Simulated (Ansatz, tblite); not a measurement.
Isomers of Na5O3 (doublet), found by a short tight-binding search and relaxed with r2SCAN-D4/def2-SVP in Ansatz.

The xTB rows come from tblite. Correlated methods freeze 8 core orbitals; core or outer-core shells of Na are correlated, in sets that lack core-valence functions.

Run but left out: MP2/def2-SVP, MP2/def2-TZVP (A: ⟨S²⟩ 0.92 to 0.94, where a pure state has 0.75).

A: At HF/STO-3G, CCSD(T)/def2-SVP, HF/def2-TZVP the charge 0 doublet is spin-contaminated (final ⟨S²⟩ up to 1.00, 0.75 for a pure state). At HF/STO-3G the highest occupied level of the charge 0 doublet lies above zero (up to 7.29 eV). In Hartree–Fock with STO-3G the lack of diffuse functions raises the level. It holds 1 O–O bond. B: At HF/STO-3G the charge 0 doublet is spin-contaminated (final ⟨S²⟩ up to 1.03, 0.75 for a pure state). At HF/STO-3G the highest occupied level of the charge 0 doublet lies above zero (up to 4.95 eV). In Hartree–Fock with STO-3G the lack of diffuse functions raises the level. C: At HF/STO-3G, CCSD(T)/def2-SVP, HF/def2-TZVP the charge 0 doublet is spin-contaminated (final ⟨S²⟩ up to 0.87, 0.75 for a pure state). At HF/STO-3G the highest occupied level of the charge 0 doublet lies above zero (up to 7.85 eV). In Hartree–Fock with STO-3G the lack of diffuse functions raises the level. It holds 1 O–O bond.

Other spin states weren't relaxed.

A:

```xyz
8

Na   -2.728   -0.939   -1.686
Na    0.390    0.904   -0.882
Na   -0.252   -0.734    1.052
Na    1.687    2.203    2.436
Na    0.027   -2.573   -2.150
O     0.133    1.442    1.257
O    -0.735   -0.961   -1.067
O     1.477    0.658    1.039
```

B:

```xyz
8

Na   -1.2857    1.2728    1.8684
Na    2.6294   -3.0231   -0.8614
Na   -1.4735    1.8722   -1.0047
Na   -0.7578   -1.3950   -0.2347
Na    1.5489    0.5325    0.0162
O     0.0882    2.0493    0.4354
O     1.3506   -1.5346   -0.4174
O    -2.0999    0.2259    0.1981
```

C:

```csv
atom,x (Å),y (Å),z (Å)
Na1,1.480,-0.269,-0.413
Na2,-0.760,-0.020,-3.661
Na3,-1.080,-1.119,0.121
Na4,-0.655,1.677,-0.482
Na5,0.619,0.217,3.308
O6,-0.312,-0.102,-1.654
O7,0.617,-0.916,1.502
O8,0.091,0.531,1.279
```

Task: Estimate their order by electronic energy at B2PLYP/def2-TZVP, counted from the lowest.

Result: B (0.0) < C (21.9) < A (25.4), in kJ/mol.

Task: Do the other levels pick the same lowest one?

Result: Not GFN2-xTB, HF/def2-SVP, HF/def2-TZVP, PBE0-D4/def2-SVP, PBE0-D4/def2-TZVP, CCSD/def2-SVP, CCSD(T)/def2-SVP. Energies above each level's lowest (kJ/mol):

```tsv
level	A	B	C
GFN1-xTB	22.4	0.0	38.1
GFN2-xTB	0.0	99.5	1.4
HF/STO-3G	245.0	0.0	223.3
HF/def2-SVP	0.3	6.6	0.0
HF/def2-TZVP	0.0	1.4	3.6
PBE-D4/def2-SVP	30.7	0.0	13.7
PBE-D4/def2-TZVP	33.1	0.0	22.4
r2SCAN-D4/def2-TZVP	28.5	0.0	18.5
PBE0-D4/def2-SVP	11.5	11.0	0.0
PBE0-D4/def2-TZVP	5.3	0.6	0.0
B2PLYP/def2-TZVP	25.4	0.0	21.9
CCSD/def2-SVP	4.9	28.1	0.0
CCSD(T)/def2-SVP	5.8	16.1	0.0
```
Point groups (tolerance 0.1 Å): A not assigned, B not assigned, C Cs. Lower isomers may exist. From def2-SVP to def2-TZVP the PBE0 values move by up to 10.4 kJ/mol, so results in the small set are rough.
